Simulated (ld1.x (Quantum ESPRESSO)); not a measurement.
# cadmium (Cd): one change to a TM semilocal potential, before and after

| Property | Result |
| --- | --- |
| Element | Cd |
| Generator | ld1.x (Quantum ESPRESSO) 7.5 |
| Type | norm-conserving Troullier–Martins (semilocal form) |
| Functional | LDA (PZ) |
| Relativity | scalar-relativistic |
| Frozen core | [Kr] |
| Valence charge | 12 |
| Reference configuration | 4d10 5s0.5 5p0 (charge +1.5) |
| Partial waves | 5s (bound): rc 2.30 bohr; 5p (bound, empty): rc 2.75 bohr; 4d (bound): rc 1.90 bohr |
| Local potential | the d channel |
| Core correction | Bessel-smoothed model core inside 0.85 bohr |

Change: functional PBE.

Cutoffs: the cutoffs (Ry, on a coarse ladder) from which the occupation-weighted sum of valence levels, in a spherical-Bessel basis at the reference potential, stays within 10 and 1 mRy of its value at 400 Ry; they do not see the model core or the augmentation charge, which bear on the density cutoff. Errors are all-electron minus pseudo energies relative to the spin-unpolarised reference configuration.

**Question.** Predict the effect on cutoff, ghosts and configuration errors.

**Answer.** The potential gets neither clearly harder nor softer (60 Ry and 90 Ry → 60 Ry and 100 Ry); the number of tests with a reliable result goes from 9 to 7; of the 7 tests that both files solve, the error grows in 4 and shrinks in 0 by more than 15 % and 0.3 meV (median size 4.0 → 5.1 meV); neither file shows a bound ghost. A semilocal file is local in each channel, so a ghost entry of none says nothing of the separable form that plane-wave codes build from it.

```tsv
quantity	base	changed
cutoff, loose	60 Ry	60 Ry
cutoff, tight	90 Ry	100 Ry
bound ghosts	none	none
error for 4d10 5s2 5p0, meV [ΔE -17.36 → -16.80 eV]	-7.6	-9.9
error for 4d10 5s1 5p0, meV [ΔE -7.73 → -7.53 eV]	-0.6	-1.0
error for 4d10 5s0 5p0, meV [ΔE 9.79 → 9.60 eV]	-4.8	-5.1
error for 4d10 5s1.5 5p0, meV [ΔE -13.49 → -13.09 eV]	-4.0	-5.1
error for 4d10 5s1 5p1, meV [ΔE -12.57 → -12.14 eV]	-1.8	-2.6
error for 4d9 5s0 5p0, meV [ΔE 48.04 → 47.61 eV]	-104	-111
error for 4d10 5s0 5p2, meV [ΔE -7.45 → -7.13 eV]	-0.4	-0.6
s: phases at 3.00 bohr within 0.05 rad from the reference energy up to (Ry; the scan ends near 5)	1.2	1.3
p: phases at 3.00 bohr within 0.05 rad from the reference energy up to (Ry; the scan ends near 5)	1.9	1.9
d: phases at 3.00 bohr within 0.05 rad from the reference energy up to (Ry; the scan ends near 5)	0.1	0.1
```
